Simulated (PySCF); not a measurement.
IIn (SMILES [In][I]), singlet, at a GFN2-xTB geometry (such geometries of metal compounds can be far from the true shape) (all electrons, no relativity); HF/STO-3G in PySCF.

PySCF was given this input:
```python
from pyscf import gto, scf

mol = gto.M(
    atom='''
In   -0.00000000   -0.00000000   -1.44929646
I     0.00000000    0.00000000    1.33991559
''',
    basis='sto-3g',
    verbose=4,
)

mf = scf.RHF(mol)
mf.kernel()
mf.analyze()
```

Output, abridged:

```
PySCF version 2.14.0

[INPUT] verbose = 4
[INPUT] num. atoms = 2
[INPUT] num. electrons = 102
[INPUT] charge = 0
[INPUT] spin (= nelec alpha-beta = 2S) = 0
[INPUT] symmetry False subgroup None
[INPUT] Mole.unit = angstrom
[INPUT] Symbol           X                Y                Z      unit          X                Y                Z       unit  Magmom
[INPUT]  1 In     0.000000000000   0.000000000000  -1.449296460000 AA    0.000000000000   0.000000000000  -2.738773382702 Bohr   0.0
[INPUT]  2 I      0.000000000000   0.000000000000   1.339915590000 AA    0.000000000000   0.000000000000   2.532073495135 Bohr   0.0

nuclear repulsion = 492.710196329189
number of shells = 22
number of NR pGTOs = 162
number of NR cGTOs = 54
basis = sto-3g
ecp = {}

******** <class 'pyscf.scf.hf.RHF'> ********
method = RHF
initial guess = minao
damping factor = 0
level_shift factor = 0
DIIS = <class 'pyscf.scf.diis.CDIIS'>
diis_start_cycle = 1
diis_space = 8
diis_damp = 0
SCF conv_tol = 1e-09
SCF conv_tol_grad = None
SCF max_cycles = 50
direct_scf = True
direct_scf_tol = 1e-13
Set gradient conv threshold to 3.16228e-05
Initial guess from minao.
init E= -12495.7445075576
  HOMO = -0.670472418784321  LUMO = -0.370064635121356  gap/eV = 8.17451
cycle= 1 E= -12533.5707876936  delta_E= -37.8  |g|= 0.292  |ddm|= 1.61
  HOMO = -0.173748262720526  LUMO = 0.165950530520689  gap/eV = 9.24367
cycle= 2 E= -12533.6169076634  delta_E= -0.0461  |g|= 0.039  |ddm|= 0.882
  HOMO = -0.178365187146554  LUMO = 0.194665965815372  gap/eV = 10.15069
cycle= 3 E= -12533.618086337  delta_E= -0.00118  |g|= 0.00892  |ddm|= 0.131
  HOMO = -0.180060468372607  LUMO = 0.191135172012068  gap/eV = 10.10075
cycle= 4 E= -12533.6181871572  delta_E= -0.000101  |g|= 0.00269  |ddm|= 0.0398
  HOMO = -0.179821976740895  LUMO = 0.19165837218652  gap/eV = 10.10850
cycle= 5 E= -12533.6181973177  delta_E= -1.02e-05  |g|= 0.000335  |ddm|= 0.0151
  HOMO = -0.179808392877328  LUMO = 0.19164372203016  gap/eV = 10.10773
cycle= 6 E= -12533.6181974648  delta_E= -1.47e-07  |g|= 7.12e-05  |ddm|= 0.00162
  HOMO = -0.179806501677538  LUMO = 0.191647566554272  gap/eV = 10.10778
cycle= 7 E= -12533.6181974721  delta_E= -7.3e-09  |g|= 1.7e-05  |ddm|= 0.000304
  HOMO = -0.179807016405752  LUMO = 0.191646355168428  gap/eV = 10.10776
cycle= 8 E= -12533.6181974725  delta_E= -4.26e-10  |g|= 1.84e-06  |ddm|= 8.74e-05
  HOMO = -0.179807120839961  LUMO = 0.191646361520095  gap/eV = 10.10776
Extra cycle  E= -12533.6181974725  delta_E= -5.46e-12  |g|= 7.69e-07  |ddm|= 5.42e-06
converged SCF energy = -12533.6181974725
**** SCF Summaries ****
Total Energy =                      -12533.618197472505926
Nuclear Repulsion Energy =             492.710196329189159
One-electron Energy =               -18302.737479345094471
Two-electron Energy =                 5276.409085543398760
Two-electron Coulomb Energy =         5605.659195988626379
DFT Exchange-Correlation Energy =     -329.250110445227619
HOMO-LUMO gap [eV] =                    10.107764096972717
**** MO energy ****
MO #1   energy= -1164.31853790307  occ= 2
MO #2   energy= -986.811582412481  occ= 2
MO #3   energy= -177.060500509856  occ= 2
MO #4   energy= -168.34241309654   occ= 2
MO #5   energy= -168.342055891427  occ= 2
MO #6   energy= -168.342055891427  occ= 2
MO #7   energy= -145.951282087238  occ= 2
MO #8   energy= -137.961356687787  occ= 2
MO #9   energy= -137.961356687787  occ= 2
MO #10  energy= -137.960863389306  occ= 2
MO #11  energy= -35.509749873431   occ= 2
MO #12  energy= -32.4461203427475  occ= 2
MO #13  energy= -32.444166778166   occ= 2
MO #14  energy= -32.4441667781659  occ= 2
MO #15  energy= -27.6479117097841  occ= 2
MO #16  energy= -24.6641876320142  occ= 2
MO #17  energy= -24.6641876320141  occ= 2
MO #18  energy= -24.6623291844571  occ= 2
MO #19  energy= -23.2622559987147  occ= 2
MO #20  energy= -23.2617648361356  occ= 2
MO #21  energy= -23.2617648361355  occ= 2
MO #22  energy= -23.2601726292951  occ= 2
MO #23  energy= -23.2601726292948  occ= 2
MO #24  energy= -16.5313639691173  occ= 2
MO #25  energy= -16.5313639691172  occ= 2
MO #26  energy= -16.5295338301231  occ= 2
MO #27  energy= -16.529533830123   occ= 2
MO #28  energy= -16.5286012230237  occ= 2
MO #29  energy= -6.45990213477743  occ= 2
MO #30  energy= -5.06614429603181  occ= 2
MO #31  energy= -5.05823463294537  occ= 2
MO #32  energy= -5.05823463294525  occ= 2
MO #33  energy= -4.21372820849634  occ= 2
MO #34  energy= -3.02881750803861  occ= 2
MO #35  energy= -3.02881750803856  occ= 2
MO #36  energy= -3.02089778300588  occ= 2
MO #37  energy= -1.8709300641772   occ= 2
MO #38  energy= -1.86821340904602  occ= 2
MO #39  energy= -1.868213409046    occ= 2
MO #40  energy= -1.86147765482325  occ= 2
MO #41  energy= -1.86147765482321  occ= 2
MO #42  energy= -0.629957647817916 occ= 2
MO #43  energy= -0.524027680605698 occ= 2
MO #44  energy= -0.524027680605642 occ= 2
MO #45  energy= -0.517680326174525 occ= 2
MO #46  energy= -0.517680326174508 occ= 2
MO #47  energy= -0.510649295832249 occ= 2
MO #48  energy= -0.327433607066021 occ= 2
MO #49  energy= -0.235973900926666 occ= 2
MO #50  energy= -0.235973900926608 occ= 2
MO #51  energy= -0.179807120839961 occ= 2
MO #52  energy= 0.191646361520095  occ= 0
MO #53  energy= 0.191646361520123  occ= 0
MO #54  energy= 0.330651702303181  occ= 0
 ** Mulliken pop on meta-lowdin orthogonal AOs  **
 ** Mulliken pop  **
 ** Mulliken atomic charges  **
charge of    0In =      0.35947
charge of    1I =     -0.35947
Dipole moment(X, Y, Z, Debye): -0.00000,  0.00000, -3.97809
```
